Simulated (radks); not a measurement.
Values are calculated unless marked as measured or tabulated.
Q: Spin polarisation of the 4d7 shell in neutral ruthenium. Start: [Kr] 4d(up 3.5, down 3.5) 5s(up 0.5, down 0.5); electrons of 4d are moved from spin down to spin up, other shells keep equal spins. Level of theory: non-relativistic Kohn-Sham, TPSS, spin-polarised, spherical densities, point nucleus; meta-GGA in the generalised Kohn-Sham scheme (a radial shooting solver on a logarithmic mesh with Libxc functionals). Estimate the energy gained and the exchange splitting at a moment of 3 Bohr magnetons.

A: At moment 3 the spin-polarisation energy is -1.505 eV and the 4d exchange splitting 2.011 eV, that is 0.670 eV per Bohr magneton; E = -I m^2/4 would give I = 0.669 eV.
